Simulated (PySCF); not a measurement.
CHF, SMILES [CH]F (connectivity only; charge and spin as stated), neutral, multiplicity 1. Geometry: B3LYP-D3(BJ)/def2-TZVPD. The isomer is the one that the SMILES or the coordinates give; other isomers of the formula were not compared.

TDA-CAM-B3LYP/def2-TZVPD in PySCF puts the lowest singlet excitations at 2.41, 6.62, 7.61, 8.44, 8.62, 8.68 eV and the lowest triplet (TDA) at 0.67 eV.

**Question.** What are the lowest singlet roots from EOM-CCSD/aug-cc-pVDZ (PySCF)? (The exact figures need the calculation; the answer reports its results.)

**Answer.** 2.54, 6.84, 7.55, 8.25, 8.44, 8.75 eV; triplets 0.85, 6.46, 7.24 eV. S1 differs by 0.13 eV (second minus first; roots are paired by order, and the bases may differ).
